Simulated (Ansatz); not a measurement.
C2HCl3Zr (`C#[C][Zr]([Cl])([Cl])[Cl]`), one more setting.

```yaml
crystal:
  periodic: [false, false, false]
  atoms:
    - {symbol: C, position_ang: [1.948437, -1.240794, 0.178619]}
    - {symbol: C, position_ang: [1.072432, -0.506783, 0.448105]}
    - {symbol: Zr, position_ang: [-1.157834, 0.595758, -0.138399]}
    - {symbol: Cl, position_ang: [-3.028508, -0.800145, -0.781931]}
    - {symbol: Cl, position_ang: [-0.390089, 2.218444, -1.833114]}
    - {symbol: Cl, position_ang: [-1.408901, 1.642252, 1.833396]}
    - {symbol: H, position_ang: [2.540389, -1.678193, 0.249951]}
basis:
  gaussian: {orbitals: STO-3G, fitting: {mean_field: cc-pVTZ-jkfit}}
hamiltonian: {xc: {name: BHLYP}, dispersion: d4}
output: {forces: true}
```

```sh
$ ansatz run in.yaml --threads 4 --pin off --events-out ev --progress --plain --max-ram 10444MiB
```

Output, abridged:

```
Functional definition: BHLYP
Error: <dir> the basis set cc-pVTZ-JKFIT has no functions for Zr
```
